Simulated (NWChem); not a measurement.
# CH₄FGa; SMILES [F][GaH][CH3]

```xyz
7

Ga    -0.3073    -0.0676    -0.0001
H     -1.8230    -0.4483    -0.0010
F      0.7480    -1.4817     0.0012
C      0.6191     1.6497     0.0010
H      0.3513     2.2283     0.8990
H      0.3243     2.2465    -0.8762
H      1.7078     1.5011    -0.0163
```
Atoms are numbered in this order, from 1.

Structure relaxed at the PBE0/def2-SVP level.

Give the principal values of the shielding tensors (ppm) of Ga1, F3, C4 from KT2/pcSseg-1, GIAO (NWChem), with their diamagnetic and paramagnetic parts as GIAO splits them.


```
atom    σ11     σ22     σ33  isotropic  diamagnetic  paramagnetic
----  -----  ------  ------  ---------  -----------  ------------
Ga1   990.4  1169.5  1636.3     1265.4       2643.2       -1377.7
F3      9.7   256.4   405.5      223.8        479.3        -255.4
C4    167.5   183.1   199.3      183.3        255.8         -72.5
```
